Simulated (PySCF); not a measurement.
## Re (rhenium, neutral): UHF calculation

Configuration: [Xe] 4f14 5d5 6s2, high-spin 6S determinant. Calculation: PySCF 2.14, in def2-TZVPPD with the def2 core potential (60 electrons) (6s5p3d2f1g, 59 functions); scalar relativity through the core potential.

```json
{
 "Total energy": "-77.534572 hartree",
 "One-electron energy": "-132.5177 hartree",
 "Hartree (Coulomb) energy": "62.8125 hartree",
 "Exchange energy": "-7.8294 hartree",
 "⟨S²⟩": "8.7988",
 "⟨L²⟩": "0.000",
 "Sum of ⟨r⟩": "25.67 bohr",
 "Sum of ⟨r²⟩": "59.20 bohr²"
}
```

| shell | electrons | mean orbital energy (eV) | rms radius, mean of both spins (bohr) |
| --- | --- | --- | --- |
| 5s α | 1 | -103.13 | 1.13 |
| 5s β | 1 | -97.194 | 1.13 |
| 5p α | 3 | -60.697 | 1.32 |
| 5p β | 3 | -52.078 | 1.32 |
| 5d α | 5 | -12.024 | 2.01 |
| 6s α | 1 | -8.829 | 3.61 |
| 6s β | 1 | -6.063 | 3.61 |

Energies and moments cover only the electrons outside the core potential. Spin-orbit coupling, which splits the p, d and f shells strongly at this Z, is absent.
